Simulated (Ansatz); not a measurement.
Reaction (redistribution): `BSBS` + `C[S][AlH2]` → `[AlH2][S]BS` + `BSC`

Program: Ansatz. Geometries: PBE0-D4/def2-TZVP. ΔE: electronic, gas phase. CCSD(T)/CBS adds triple-zeta CCSD(T) − MP2 to the extrapolated MP2 energy (def2 sets, frozen cores). DFT in def2-TZVPP. B3LYP here is the variant with VWN-RPA as its local correlation; programs differ in this. Each species was taken in one conformer, which may not be the lowest.

```
           level  ΔE (kcal/mol)  difference from CCSD(T)/CBS
          PBE-D4           -5.8                         -1.3
        B3LYP-D4           -5.0                         -0.5
      r2SCANh-D4           -5.2                         -0.7
        BHLYP-D4           -4.5                          0.0
          B2PLYP           -4.5                          0.0
             PBE           -5.4                         -0.9
          r2SCAN           -5.2                         -0.7
            PBE0           -4.9                         -0.4
           B3LYP           -4.3                          0.2
         r2SCAN0           -4.9                         -0.4
    MP2/def2-SVP           -4.5                          0.0
   CCSD/def2-SVP           -4.2                          0.3
CCSD(T)/def2-SVP           -4.5                          0.0
   HF/def2-QZVPP           -2.1                          2.4
   MP2/CBS(def2)           -4.6                         -0.1
  CCSD/CBS(def2)           -4.0                          0.5
     CCSD(T)/CBS           -4.5                            0
```

What do rigid-rotor, harmonic-oscillator terms from PBE0-D4/def2-TZVP frequencies (298.15 K, 1 bar) make of the CCSD(T)/CBS value? (Best estimate.)

Computed: ΔZPE = +0.1 kcal/mol, ΔH = -4.5 kcal/mol, ΔS = 0 J/(mol·K), ΔG = -4.4 kcal/mol.

Largest T1 diagnostic among the species: 0.015.

In def2-TZVPP, CCSD(T) changes the Hartree–Fock value by −2.5 kcal/mol (the triples alone add −0.5 kcal/mol) and MP2 by −2.6 kcal/mol. Leaving LDA and LC-ωPBE aside and taking each functional with its dispersion term where it has one, the values, not all of them listed here, spread over 1.5 kcal/mol, from PBE-D4 to ωB97X-V. LDA lies −1.5 kcal/mol from PBE without D4.
